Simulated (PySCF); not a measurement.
Numbering as in the mapped SMILES `[BH3-:1][PH+:2]([F:3])[F:4]`. Hydrogens are named by the atom that carries them.

Geometry: PBE0-D3(BJ)/def2-SVP; GIAO shifts from PySCF, gas phase, non-relativistic, averaged over equivalent atoms.

At PBE0/pcSseg-1 (95 basis functions, 7 s wall time on 1 thread of an Intel Xeon Platinum 8259CL, shared host):
```csv
atoms,δ (ppm)
B1,-48.7
P2,178.5
F3/F4,-98.3
H(P2),7.68
H(B1),1.13
```

δ = σ(ref) − σ, references computed at the same level: $^{11}$B (100.73 ppm) vs BF3·OEt2; H3PO4 for $^{31}$P (310.13 ppm); CFCl3 for $^{19}$F (177.25 ppm); $^{1}$H (31.27 ppm) vs TMS.

Estimate the result of repeating the calculation with KT3/pcSseg-2.

Results:


| atoms | δ at KT3/pcSseg-2 | change |
| --- | --- | --- |
| B1 | -48.1 | +0.6 |
| P2 | 163.3 | -15.2 |
| F3/F4 | -109.7 | -11.4 |
| H(P2) | 7.84 | +0.16 |
| H(B1) | 1.13 | +0.00 |

δ = σ(ref) − σ, references computed at the same level: $^{11}$B (σ = 98.64 ppm) vs BF3·OEt2; $^{31}$P (σ = 321.56 ppm) vs H3PO4; CFCl3 for $^{19}$F (σ = 146.91 ppm); TMS for $^{1}$H (σ = 31.35 ppm).

The largest change is at P2 (phosphorus bonded to B, 2 F, H). Cost: 207 basis functions, 27 s wall time on 1 thread of an Intel Xeon Platinum 8259CL, shared host.

Unscaled 19F shifts against computed CFCl3 carry errors that often reach 10 to 50 ppm. Experimental scales use liquid or dissolved standards, which lie at an offset from isolated H3PO4.
